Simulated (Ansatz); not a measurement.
C2H6ClY, SMILES `[CH3][Y]([CH3])[Cl]` at its PBE0-D4/def2-TZVP geometry, where that method's forces vanish. Charge 0, multiplicity 1. Y takes the def2 core potential.

| atom | x (Å) | y (Å) | z (Å) |
| --- | --- | --- | --- |
| C1 | -1.3547 | -1.1792 | 0.6897 |
| Y2 | 0.2794 | -0.5725 | -0.8517 |
| C3 | 1.4728 | 1.2411 | -0.0150 |
| Cl4 | -0.4420 | -0.4235 | -3.2032 |
| H5 | -0.9325 | -1.4500 | 1.6680 |
| H6 | -2.0011 | -2.0085 | 0.3763 |
| H7 | -2.0201 | -0.3245 | 0.8777 |
| H8 | 0.7741 | 1.9716 | 0.4173 |
| H9 | 2.1556 | 0.9639 | 0.8014 |
| H10 | 2.0685 | 1.7815 | -0.7604 |

Problem. For each bond, give half the difference of the two atoms' forces along it (eV/Å; positive pushes the atoms apart) under PBE-D4, r2SCAN-D4, B3LYP-D4, ωB97M-V in def2-TZVPP. (An estimate is asked.)

Solution. Ansatz gave: 
```csv
bond,length (Å),PBE-D4,r2SCAN-D4,B3LYP-D4,ωB97M-V
C1–Y2,2.327,-0.05,-0.01,0.12,0.06
C1–H5,1.099,0.14,0.00,-0.05,-0.07
C1–H6,1.097,0.13,-0.01,-0.06,-0.07
C1–H7,1.099,0.12,-0.01,-0.07,-0.05
Y2–C3,2.327,-0.05,-0.01,0.12,0.06
Y2–Cl4,2.464,0.04,0.08,0.12,0.07
C3–H8,1.099,0.12,-0.01,-0.07,-0.05
C3–H9,1.100,0.14,0.01,-0.05,-0.08
C3–H10,1.097,0.12,-0.01,-0.07,-0.06
```

B3LYP here is the variant with VWN-RPA as its local correlation; programs differ in this.
